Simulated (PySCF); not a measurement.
```xyz
4
charge 0 multiplicity 1, angstrom
Sb    0.0000    0.0000   -0.3574
Cl    0.0000    0.0000    1.9485
Cl    2.4545    0.0000   -0.3560
Cl   -2.4545    0.0000   -0.3560
```

Computed with PBE0 in PySCF with Sb def2-TZVP with ECP28, Cl def2-TZVP; scalar-relativistic core potentials, no spin–orbit coupling; density-fitted integrals.

This geometry of SbCl₃ is a stationary point at this level.

Task: What is the point group?

Result: C2v.

Task: Is it a minimum?

Result: No: it has 1 imaginary mode, at 135i cm⁻¹ (b1).

Task: List the harmonic modes with their infrared intensities.

Result: 
```
symmetry  ω (cm⁻¹)  IR (km/mol)     type
      b1      135i            –     bend
      a1       100          5.8     bend
      b2       160          0.9     bend
      a1       296          5.2  stretch
      b2       301          250  stretch
      a1       392         49.8  stretch
```

In C2v the vibrations span b1 + 3a1 + 2b2. Here b1 is antisymmetric to the molecular plane and b2 lies in it.

Only a few start shapes were tried, so a lower isomer may exist. At this level a singlet minimum of C3v symmetry lies 149 kJ/mol below this structure.
